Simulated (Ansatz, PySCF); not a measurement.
Spin gap between two states, R1 and P1; the higher of the two is an excited state, each structure at its B3LYP-D3(BJ)/def2-TZVP stationary point, reached from a drawn start (curvature not checked).
R1, Cl2Sn (SMILES [Cl][Sn][Cl]) (charge 0, multiplicity 1):
```xyz
3

Sn     0.00000     0.00000    -1.03569
Cl     1.81346     0.00000     0.51780
Cl    -1.81346     0.00000     0.51780
```
P1, Cl2Sn (SMILES [Cl][Sn][Cl]) (charge 0, multiplicity 3):
```xyz
3

Sn     0.00000     0.00000    -0.80482
Cl     2.05341     0.00000     0.40241
Cl    -2.05341     0.00000     0.40241
```

P less R. No zero-point or thermal terms; singlets are restricted closed shells; open shells are unrestricted; no spin–orbit coupling.

Cores are frozen in the correlated methods. In cc and def2 sets filled d and f shells under p-block atoms count as core. CBS(a, b) extrapolates the correlation energy as X⁻³ and adds the Hartree–Fock energy of set b.

The values were computed with Ansatz (a program for electronic structure); PySCF for the D3/D4 terms. No computed number here is a measurement. Elements past Kr take the def2 small-core potentials, without spin–orbit coupling.

PBE/def2-TZVPP gives 2.776 eV for the spin gap.

Question: Predict the shift from PBE, with its sign, for: PBE-D3(BJ)/def2-TZVPP, r2SCAN/def2-TZVPP, B3LYP/def2-TZVPP, wB97M-V/def2-TZVPP, B2PLYP/def2-TZVPP, MP2/CBS(def2-TZVPP, def2-QZVPP), CCSD(T)/CBS(def2-TZVPP, def2-QZVPP).

Answer: PBE-D3(BJ)/def2-TZVPP 0.006; r2SCAN/def2-TZVPP -0.105; B3LYP/def2-TZVPP 0.080; wB97M-V/def2-TZVPP 0.058; B2PLYP/def2-TZVPP 0.036; MP2/CBS(def2-TZVPP, def2-QZVPP) -0.039; CCSD(T)/CBS(def2-TZVPP, def2-QZVPP) -0.049 eV. 4 of 7 lie above PBE; the widest gap is to r2SCAN/def2-TZVPP.
